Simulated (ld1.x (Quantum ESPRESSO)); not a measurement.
# Configuration tests for gold (Au) (PAW)

Au (Z = 79), PAW, made with ld1.x (Quantum ESPRESSO) 7.5 (PBE, scalar-relativistic). Core [Xe] 4f14, reference 5d10 6s1 6p0. Waves: 6s (bound): rcut 2.20, rcutus 2.60 bohr; 6s channel at -0.1 Ry: rcut 2.20, rcutus 2.60 bohr; 6p (bound, empty): rcut 3.20, rcutus 4.15 bohr; 6p channel at 0.6 Ry: rcut 3.20, rcutus 4.15 bohr; 5d (bound): rcut 1.35, rcutus 1.55 bohr; 5d channel at -0.15 Ry: rcut 1.35, rcutus 1.55 bohr. Local part: all-electron potential smoothed inside 3.50 bohr (lloc = -2). Core correction: Bessel-smoothed model core inside 1.05 bohr. Augmentation charge: PSQ, inside the norm-conserving radii.

Energies are relative to the spin-unpolarised reference configuration 5d10 6s1 6p0; without spin polarisation the order of configurations can differ from experiment.

```json
{"valence configuration": "5d10 6s0 6p0", "charge": "+1", "ΔE all-electron (eV)": "9.409", "error AE − PS (meV)": "-5.5"}
{"valence configuration": "5d9 6s0 6p0", "charge": "+2", "ΔE all-electron (eV)": "30.617", "error AE − PS (meV)": "-46"}
{"valence configuration": "5d8 6s0 6p0", "charge": "+3", "ΔE all-electron (eV)": "64.494", "error AE − PS (meV)": "-260"}
{"valence configuration": "5d10 6s0 6p1", "charge": "0", "ΔE all-electron (eV)": "5.248", "error AE − PS (meV)": "-2.1"}
{"valence configuration": "5d10 6s0.5 6p0", "charge": "+0.5", "ΔE all-electron (eV)": "3.773", "error AE − PS (meV)": "-1.9"}
{"valence configuration": "5d9 6s1 6p1", "charge": "0", "ΔE all-electron (eV)": "7.497", "error AE − PS (meV)": "-22"}
```

(1) What are ΔE and the potential's error for 5d9 6s1 6p0?

Levels in the configuration 5d8 6s0 6p0:

```csv
level,all-electron (eV),pseudo (eV)
5d,-40.628,-40.963
```

## Answers

(1) ΔE = 12.124 eV all-electron; the error (AE − PS) is -24 meV.
